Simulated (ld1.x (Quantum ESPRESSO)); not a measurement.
What the settings do to the TM potential of boron (B)

Base potential:

- Element: boron
- Generator: ld1.x (Quantum ESPRESSO) 7.5
- Type: norm-conserving Troullier–Martins (Kleinman–Bylander form)
- Functional: BLYP
- Relativity: non-relativistic
- Frozen core: [He]
- Valence charge: 3
- Reference configuration: 2s2 2p1
- Partial waves: 2p (bound): rc 2.20 bohr; 2s (bound): rc 1.15 bohr
- Local potential: the s channel
- Core correction: Bessel-smoothed model core inside 0.60 bohr

All-electron outer shells of the reference configuration (BLYP, non-relativistic, ld1.x):

```
shell  level (eV)  outermost node (bohr)  outermost maximum (bohr)
   2s       -9.30                   0.46                      1.50
   2p       -3.54                      –                      1.55
```

Cutoffs, loose and tight: the cutoffs (Ry, on a coarse ladder) from which the occupation-weighted sum of valence levels, in a spherical-Bessel basis at the reference potential, stays within 10 and 1 mRy of its value at 400 Ry. They do not see the model core or the augmentation charge, which bear on the density cutoff. Test errors are all-electron minus pseudo excitation energies from the reference, over the configurations 2s2 2p0; 2s1 2p0; 2s2 2p0.5; 2s1 2p2; 2s2 2p1.3; 2s0 2p3; 2s1 2p1. A dash means not determined; rows that change the core or the reference have their own tests.

| change | outcome | cutoff, loose | cutoff, tight | bound ghosts | largest test error (meV) |
| --- | --- | --- | --- | --- | --- |
| base | generated | 21 Ry | 55 Ry | none | +95 |
| wave 2p (bound): rc 2.20 bohr becomes 2p (bound): rc 1.98 bohr | generated | 25 Ry | 55 Ry | none | +67 |
| core correction Bessel-smoothed model core inside 1.38 bohr | generated | 21 Ry | 55 Ry | none | +162 |
| functional LDA (PZ) | generated | 21 Ry | 55 Ry | none | +91 |
| local potential the p channel | generated | 21 Ry | 55 Ry | none | +85 |
| all radii but the core radius scaled by about 0.91 (s 1.04, p 2.00 bohr) | generated | 45 Ry | 100 Ry | none | +68 |
| functional PBEsol | generated | 21 Ry | 60 Ry | none | +93 |

(1) What comes out with this change to the base: all radii but the core radius scaled by about 1.34 (s 1.54, p 2.96 bohr)?

(2) What comes out with this change to the base: wave 2s (bound): rc 1.15 bohr becomes 2s (bound): rc 0.70 bohr?

(3) What comes out with this change to the base: reference 2s1.75 2p1.25?

Answers

(1) outcome: generated; cutoff, loose: 18 Ry; cutoff, tight: 50 Ry; bound ghosts: none; largest test error (meV): +270.

(2) outcome: generated; cutoff, loose: over 300 Ry; cutoff, tight: over 300 Ry; bound ghosts: none; largest test error (meV): +157.

(3) outcome: generated; cutoff, loose: 21 Ry; cutoff, tight: 55 Ry; bound ghosts: none; largest test error (meV): +109.
